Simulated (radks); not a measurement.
The numbers below are computed, except where a source is named.
Task: The mean radii <r> (bohr) of the occupied orbitals of an atom or ion are listed with their occupations. Code: a radial shooting solver on a logarithmic mesh with Libxc functionals. Model: scalar-relativistic Kohn-Sham, TASK exchange with Perdew-Wang LDA correlation, spin-polarised, spherical densities, finite nucleus; meta-GGA in the generalised Kohn-Sham scheme; Fermi nuclear charge, rms radius of each element as measured or else 0.836 A^(1/3) + 0.57 fm.

orbital  occ.      <r>
1s up       1  0.01633
1s down     1  0.01633
2s up       1  0.06880
2s down     1  0.06880
2p up       3  0.06238
2p down     3  0.06238
3s up       1   0.1777
3s down     1   0.1777
3p up       3   0.1794
3p down     3   0.1794
3d up       5   0.1626
3d down     5   0.1626
4s up       1   0.3922
4s down     1   0.3921
4p up       3   0.4179
4p down     3   0.4177
4d up       5   0.4399
4d down     5   0.4394
5s up       1   0.8713
5s down     1   0.8739
4f up       7   0.4664
4f down     7   0.4647
5p up       3   0.9862
5p down     1   0.9933
5d up       5    1.228
5d down     5    1.244
6d up       2    3.493

Name the element and its charge. Open shells, if any, are filled with parallel spins first.

Result: Z = 81, thallium, charge +3: Tl3+ in [Kr] 4d10 4f14 5s2 5p4 5d10 6d2. The 1s radius gives Z: for a bare nucleus <r> = (2 gamma + 1)/(2Z) with gamma = sqrt(1 - (Z/c)^2), 0.01613 bohr for Z = 81, and screening makes it slightly larger (0.01633 here). The occupations add up to 78, and the charge is Z minus that.
